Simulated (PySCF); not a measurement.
**S²⁺: ionisation energy**

S²⁺ [Ne] 3s2 3p2 (3P) → S³⁺ [Ne] 3s2 3p1 (2P), as a difference of total energies. All numbers are calculated (PySCF 2.14, the non-relativistic Hamiltonian (point nucleus), in aug-cc-pwCVTZ (8s7p5d3f, 75 functions)). Correlated levels: nothing frozen. The calculations carry no spin-orbit coupling.

Question: Order these methods by the ionisation energy they give, lowest first.
A. CCSD (all electrons)
B. UHF
C. CCSD(T) (all electrons)
D. SCS-MP2 (all electrons)

Answer: B (34.156 eV), D (34.596 eV), A (34.734 eV), C (34.764 eV).

A first-order spin-orbit estimate (lowest level to lowest level, LS coupling) adds -0.009 eV.

Errors of the correlated levels include the incompleteness of this basis.

For comparison: 34.86 ± 0.04 eV (semi-empirical (NIST evaluation); NIST Atomic Spectra Database, ionization energies).
